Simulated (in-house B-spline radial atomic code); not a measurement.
# The niobium ion Nb⁸⁺: [Ar] 3d10 4s2 4p3

Method: non-relativistic PBE0, spin-polarised, spherical fractional occupations, exact exchange averaged over the configuration, point nucleus. Calculated with an all-electron radial atomic-structure program (B-spline basis).

Z_r = [3n² - l(l+1)]/(2<r>); Z_e = n√(-2ε); the last column is Slater's effective charge. Values are occupation-weighted means over spin.

| shell | electrons | ε (eV) | <r> (bohr) | Z_r | Z_e | Slater |
| --- | --- | --- | --- | --- | --- | --- |
| 1s | 2 | -18569 | 0.0372 | 40.32 | 36.94 | 40.70 |
| 2s | 2 | -2689.6 | 0.1628 | 36.86 | 28.12 | 36.85 |
| 2p | 6 | -2480.6 | 0.1397 | 35.78 | 27.00 | 36.85 |
| 3s | 2 | -564.01 | 0.4526 | 29.83 | 19.32 | 29.75 |
| 3p | 6 | -483.96 | 0.4484 | 27.88 | 17.89 | 29.75 |
| 3d | 10 | -338.18 | 0.4281 | 24.52 | 14.96 | 19.85 |
| 4s | 2 | -174.92 | 1.093 | 21.96 | 14.34 | 14.30 |
| 4p | 3 | -153.03 | 1.153 | 19.94 | 13.41 | 14.30 |

The least bound orbital is 4p up at -153 eV, and it is also the most diffuse (<r> = 1.153 bohr).

The density falls to 0.001 bohr⁻³ at 2.423 bohr; Σ<r²> = 11.453 bohr² gives, by the non-relativistic formula and without the paramagnetism of open shells, a Langevin diamagnetic susceptibility of -9.071×10⁻⁶ cm³/mol.
